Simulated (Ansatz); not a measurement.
Start from `F[SiH2][AlH][Cl]` and change one atom or group to get `F[SiH2][AlH][GeH3]`.

Ansatz, PBE0-D4/def2-TZVP geometries, multiplicity 1. Each molecule was computed in one conformer, which needn't be the lowest.

Scalar relativity is left out up to krypton.

```
                             property  `F[SiH2][AlH][Cl]`
HOMO–LUMO gap (B3LYP/def2-TZVPP) / eV                5.35
LUMO energy (ωB97M-V/def2-TZVPP) / eV               -0.45
    LUMO energy (PBE/def2-TZVPP) / eV               -2.87
   HOMO energy (PBE0/def2-TZVPP) / eV               -7.85
  HOMO energy (B3LYP/def2-TZVPP) / eV               -7.66
  HOMO–LUMO gap (PBE/def2-TZVPP) / eV                3.81
```

(1) What does the change do to each property? (An estimate is asked.)

Answers

(1) The calculation gave: 
```
                             property  `F[SiH2][AlH][GeH3]`  shift
HOMO–LUMO gap (B3LYP/def2-TZVPP) / eV                  4.48  -0.87
LUMO energy (ωB97M-V/def2-TZVPP) / eV                 -0.87  -0.42
    LUMO energy (PBE/def2-TZVPP) / eV                 -3.25  -0.38
   HOMO energy (PBE0/def2-TZVPP) / eV                 -7.36   0.49
  HOMO energy (B3LYP/def2-TZVPP) / eV                 -7.17   0.49
  HOMO–LUMO gap (PBE/def2-TZVPP) / eV                  3.07  -0.74
```

With PBE0 the HOMO rises by 0.49 eV and the LUMO falls by 0.38 eV, so the gap narrows by about 0.87 eV. PBE moves the HOMO by 0.37 eV and ωB97M-V by 0.56 eV.

B3LYP here is the variant with VWN-RPA as its local correlation; programs differ in this.
